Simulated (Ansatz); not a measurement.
Reaction (isomerisation): `BCSC[SiH3]` → `CB[SiH2]SC`

Program: Ansatz. Geometries: PBE0-D4/def2-TZVP. ΔE: electronic, gas phase. CCSD(T)/CBS adds triple-zeta CCSD(T) − MP2 to the extrapolated MP2 energy (def2 sets, frozen cores). Functionals use def2-TZVPP. B3LYP here is the variant with VWN-RPA as its local correlation; programs differ in this. Each species was taken in one conformer, which may not be the lowest.

```
             level  ΔE (kJ/mol)
               PBE       -105.9
             B3LYP        -98.6
    MP2/def2-TZVPP        -89.8
SCS-MP2/def2-TZVPP        -87.6
```

What does CCSD(T)/CBS give? (Estimate.)

Ansatz gave: -94.2 kJ/mol. The listed levels differ from it by -11.7, -4.4, 4.4, 6.6 kJ/mol.

Largest T1 diagnostic among the species: 0.011.
